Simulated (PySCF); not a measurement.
## Predicted spectroscopic data

Theoretical values (PySCF): geometry from GFN2-xTB, σ from GIAO-PBE0/pcSseg-1. Isolated molecule, equivalent nuclei averaged, relativity neglected, one computed conformer.

Shifts are taken against calculated references (same method and geometry level): TMS for ¹H (σ = 31.72 ppm), ¹³C (σ = 186.93 ppm). Where no couplings were computed, multiplicities follow the n + 1 count of equivalent neighbours, and m marks all less simple cases (inequivalent or close neighbours, rings, F or P nearby). Shifts are as computed. Against solution values, carbons near 30 ppm lie about +3 ppm off and those near 130 ppm about +5 ppm. Of 246 compounds with measured shifts, 49 miss one by over three times the rms of a fit or turn the order of signals round; such compounds aren't used in these exercises. Carbons bonded to Cl come out too deshielded.

**1.** `CCOC(C)(C)C`, C₆H₁₄O. ¹H NMR (600 MHz, computed): δ 3.58 (q, 2H), 1.25 (t, 3H), 1.24 (s, 9H). ¹³C{¹H} NMR (computed): δ 74.5 (C), 60.5 (CH2), 29.6 (CH3), 18.6 (CH3).

**2.** Ethyl chloride (SMILES CCCl). ¹H NMR (600 MHz, computed): δ 3.61 (q, 2H), 1.43 (t, 3H). ¹³C{¹H} NMR (computed): δ 46.7 (CH2), 21.6 (CH3).
